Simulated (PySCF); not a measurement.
Vertical excitations of a molecule C₃H₇O, multiplicity 2 from TDA-ωB97X/def2-SVPD (PySCF), as energy in eV (oscillator strength): 0.42 (0.000), 4.21 (0.001), 5.64 (0.038), 5.72 (0.002), 7.22 (0.001), 7.74 (0.012), 7.90 (0.003), 8.07 (0.002), 8.41 (0.014), 8.81 (0.029). The structure is a stationary point at TPSSh-D3(BJ)/def2-SVP. Other conformers were not sampled.

**Question.** Pick the molecule that these values belong to.
(A) [CH2]OCC
(B) C[C](C)O
(C) CC(C)[O]
(D) [CH2]C(C)O

**Answer.** C, CC(C)[O]
